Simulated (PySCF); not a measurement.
C4H8GeO.
SMILES: `CC#[C][GeH2][O]C`

All values: CAM-B3LYP/def2-SVPD (PySCF, non-relativistic), on one gas-phase PBE0-D3(BJ)/def2-SVP geometry that isn't relaxed in the solvent. The solvent is an IEF-PCM continuum (cavity from Bondi-type radii × 1.2), and excitations are vertical TDDFT with non-equilibrium linear response and a frozen core. The model holds no explicit solvent molecules, cavitation or dispersion. Spin–orbit coupling is left out although an atom past zinc is present.

Gas-phase singlets (H = HOMO, L = LUMO):

```json
{"state": "S1", "E (eV)": "5.813", "λ (nm)": "213", "f": "0.001", "leading configurations": "H→L 71%"}
{"state": "S2", "E (eV)": "6.180", "λ (nm)": "201", "f": "0.005", "leading configurations": "H-1→L 31%, H→L+2 22%, H-2→L 18%"}
{"state": "S3", "E (eV)": "6.327", "λ (nm)": "196", "f": "0.001", "leading configurations": "H-1→L+2 34%, H-2→L+2 23%, H-1→L+3 17%"}
{"state": "S4", "E (eV)": "6.609", "λ (nm)": "188", "f": "0.002", "leading configurations": "H-2→L 50%, H-1→L 34%, H→L 9%"}
{"state": "S5", "E (eV)": "7.181", "λ (nm)": "173", "f": "0.001", "leading configurations": "H→L+1 84%"}
```

Problem. Give the list for benzene (ε = 2.271), n² = 2.25.

Solution. 
| state | E (eV) | λ (nm) | f | leading configurations | change by rank (eV) |
| --- | --- | --- | --- | --- | --- |
| S1 | 5.824 | 213 | 0.001 | H→L 75% | +0.011 |
| S2 | 6.184 | 201 | 0.008 | H-1→L 47%, H→L+2 34% | +0.004 |
| S3 | 6.340 | 196 | 0.001 | H-1→L+2 80% | +0.013 |
| S4 | 6.650 | 186 | 0.003 | H-2→L 82% | +0.041 |
| S5 | 7.190 | 172 | 0.002 | H→L+1 85% | +0.009 |

Problem. How do the frontier levels move from gas to benzene?

Solution. 
```csv
orbital,gas (eV),solvent (eV),change (eV)
LUMO+2,1.47,1.50,+0.03
LUMO+1,1.04,1.09,+0.05
LUMO,0.77,0.77,0.00
HOMO,-9.06,-9.06,0.00
HOMO-1,-9.19,-9.20,-0.01
HOMO-2,-9.24,-9.28,-0.04
HOMO-3,-10.05,-10.11,-0.06
```

The HOMO–LUMO gap goes from 9.82 to 9.83 eV. Rows go by rank; for HOMO-2, HOMO-1 and HOMO the atom shares or the degeneracy differ between the runs, so the row needn't follow one orbital.

The values belong to the conformer `[CH3:1][C:2]#[C:3][GeH2:4][O:5][CH3:6]`: C3–Ge4–O5–C6 -54°.
